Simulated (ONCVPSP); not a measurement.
# Scattering properties, ONCV potential for Ir (Z = 77)

ONCVPSP 4.0.1 input, shortened (lines: element, Z, core and valence counts, functional; n l f; lmax; l rc ep ncon nbas qcut; lloc lpopt rc5 dvloc0; l nproj debl; icmod fcfact rcfact), PBE, fully relativistic:

```
  Ir 77.00    9    5        4      upf
    1    0    2.00
    2    0    2.00
    2    1    6.00
    3    0    2.00
    3    1    6.00
    3    2   10.00
    4    0    2.00
    4    1    6.00
    4    2   10.00
    4    3   13.00
    5    0    2.00
    5    1    6.00
    5    2    8.00
    6    0    2.00
    3
    0    1.80    0.00    5   10    5.20
    1    1.85    0.00    5    9    5.90
    2    1.75    0.00    4    8    9.70
    3    0.95    0.00    4    9   18.70
    4    5    0.85    0.00
    0    2    2.70
    1    2    2.70
    2    3    3.30
    3    2    1.40
    3    2.75    1.70
```

Open shells are filled in proportion to 2j + 1.

In the f channel the program set the typed energies aside and used -2.612, 0.250 Ha (j = l + 1/2; the other j can differ).

The phase is arctan(r·R′/R) of the radial function R(r), unwrapped; energies in Ha, scanned from -5 to 5 Ha. A pole is an energy at which the radial function vanishes at the test radius. The pseudo phase is shifted by a multiple of π to meet the all-electron one at the reference energy, and phase errors are pseudo minus all-electron; the curves can meet again beyond the range given. Levels narrower than the energy grid can be missing from the lists of poles. Where the grid stepped over a known ghost or core level, its pole and its step of π were put in at the level’s energy.

```csv
channel,radius (bohr),reference energy (Ha),"poles, all-electron","poles, pseudo",unbroken range about the reference energy with phases within 0.05 rad,phase error 1 Ha above the reference energy (rad)
s,1.83,-0.23,"-3.59, 4.24","-4.54, -3.59, 4.17",above -4.5,-0.000
p3/2,1.88,-1.97,-1.64,"-1.64, 4.02",below 3.9,-0.000
p1/2,1.88,-2.50,"-2.28, 4.87","-2.28, 4.63",the whole range,-0.000
d5/2,1.78,-0.28,0.90,0.90,the whole range,-0.000
d3/2,1.78,-0.33,0.76,0.76,the whole range,-0.000
f7/2,0.97,-2.61,-1.77,-1.77,the whole range,+0.000
f5/2,0.97,-2.73,-1.92,-1.92,the whole range,+0.000
```

Note: ghosts flagged at negative energy: s at -123.6 eV; GHOST(+) flagged for p3/2 at 114.3 eV, p1/2 at 170.9 eV. A true bound ghost makes a file unfit for plane-wave use.

Phases in the d3/2 channel:

```tsv
E (Ha)	all-electron	pseudo
-4.96	1.339	1.338
-4.48	1.321	1.321
-4.00	1.298	1.298
-3.52	1.269	1.269
-3.04	1.228	1.228
-2.56	1.168	1.168
-2.08	1.068	1.068
-1.60	0.863	0.863
-1.12	0.313	0.313
-0.64	-0.737	-0.737
-0.16	-1.260	-1.260
0.32	-1.465	-1.465
0.80	-1.578	-1.578
1.28	-1.663	-1.663
1.76	-1.742	-1.742
2.24	-1.836	-1.836
2.72	-1.976	-1.976
3.20	-2.245	-2.245
3.68	-2.878	-2.877
4.16	-3.756	-3.755
4.64	-4.190	-4.190
```
